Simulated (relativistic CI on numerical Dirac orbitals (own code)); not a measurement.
## Hyperfine structure of Hf XVIII, mass number 177

Method of calculation: Dirac-Coulomb-Breit CI, KLI orbitals optimised for each configuration, a model potential for QED, unscaled Slater integrals (own radial code, finite nucleus).

CI space (outside the closed core [Ar] 3d10 4d10): 4s²4p⁶4f⁹, 4s²4p⁶4f⁸5s, 4s²4p⁶4f⁷5s², 4s²4p⁶4f⁸6s, 4s²4p⁵4f¹⁰, 4s4p⁶4f¹⁰, 4p⁶4f¹¹. Levels of other configurations are missing.

Nuclear spin I = 7/2, μ = 0.791 μN, Q = 3.37 b (tables of Stone and Pyykkö). The electronic factors are computed for point nuclear moments, without core polarisation or the Bohr-Weisskopf and QED corrections.

```
            Level  E (eV)  A (MHz)  B (MHz)
4s²4p⁶4f⁹ ⁶H°15/2  0.0000    308.2    10600
4s²4p⁶4f⁹ ⁶H°13/2  1.1819    313.5     8630
4s²4p⁶4f⁹ ⁶H°11/2  1.8125    329.1     6260
4s²4p⁶4f⁹ ⁶F°11/2  2.2307    233.2    -3020
 4s²4p⁶4f⁹ ⁶H°9/2  2.4950    344.9     4890
 4s²4p⁶4f⁹ ⁶H°7/2  2.8512    470.5     4480
 4s²4p⁶4f⁹ ⁶F°7/2  3.1287    296.6      795
 4s²4p⁶4f⁹ ⁶H°5/2  3.1853    686.1     6310
```

Levels with J = 0, under 50 % of one LS term, or S terms without an open s electron are left out. Small factors come from cancelling terms and can be off by tens of per cent or more.

At this charge transitions that keep the count of f electrons are usually good to a few per cent. Terms inside the open d or f shell come out 10 to 20 % too wide with unscaled integrals. Levels that differ in their count of f electrons can be misplaced by several ten thousand cm⁻¹, since the correlation energy of f electrons is missing or only estimated; rates across such gaps can be off by orders of magnitude.

Problem. Give the hyperfine levels of 4s²4p⁶4f⁹ ⁶H°15/2 relative to its centre of gravity.

Solution. With K = F(F + 1) − I(I + 1) − J(J + 1), E = AK/2 + B[¾K(K + 1) − I(I + 1)J(J + 1)]/[2I(2I − 1)J(2J − 1)]: F = 4: -5292, F = 5: -5706, F = 6: -5725, F = 7: -5088, F = 8: -3491, F = 9: -586.6, F = 10: 4016, F = 11: 10750 MHz.

LS names give the leading component of a level, which can be under half, so a name can repeat, a term be missing and a line seem to break the LS rules.
